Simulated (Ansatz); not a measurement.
Cost and result up the ladder for Si(iPr)H3 (C₃H₁₀Si) (14 atoms). The state is a singlet with charge 0. Geometry: PBE0-D4/def2-SVP.

Cartesian coordinates in Å:
```
C 0.234 -0.265 -0.280
C 1.385 0.200 0.612
C -0.187 0.815 -1.277
Si -1.242 -0.857 0.753
H 0.571 -1.153 -0.849
H 1.724 -0.591 1.300
H 1.090 1.069 1.226
H 2.254 0.510 0.008
H 0.664 1.127 -1.906
H -0.988 0.471 -1.950
H -0.554 1.716 -0.758
H -0.824 -1.930 1.710
H -2.323 -1.399 -0.131
H -1.806 0.286 1.541
```

Ansatz on 2 threads of AMD EPYC 9R45 on a shared host. Times are rough, and most runs start from the orbitals of an earlier one. PBE0-D4/def2-TZVP serves as the yardstick here, not as an exact answer. Differences are given only for rows in sets of like size (and for xTB, whose basis is part of the method), since another set adds its own error. Binding counts from free atoms at the same level (C triplet, Si triplet, H doublet; other spins of the atoms weren't run), without zero-point energy or a counterpoise term.

Correlated methods freeze 8 core orbitals. Another isomer (singlet) lies 1.02 eV lower at PBE0-D4/def2-TZVP; other spin states weren't run for this one.

Correlated methods converge slowly with the basis.

| level | functions | wall time | binding energy per atom (eV) | difference from PBE0-D4/def2-TZVP (eV) |
| --- | --- | --- | --- | --- |
| HF/STO-3G | 34 | 0.1 s | 3.75 | – |
| PBE-D4/def2-SVP | 110 | 0.7 s | 3.80 | – |
| PBE0-D4/def2-SVP | 110 | 0.8 s | 3.78 | – |
| revPBE-D4/def2-TZVP | 190 | 1.1 s | 3.72 | -0.04 |
| PBE-D4/def2-TZVP (with forces) | 190 | 1.5 s | 3.78 | 0.02 |
| PBE0-D4/def2-TZVP | 190 | 1.6 s | 3.76 | 0.00 |
| r2SCAN-D4/def2-TZVP | 190 | 2 s | 3.75 | 0.00 |
| CCSD(T)/def2-TZVP | 190 | 22 s | 3.63 | -0.13 |
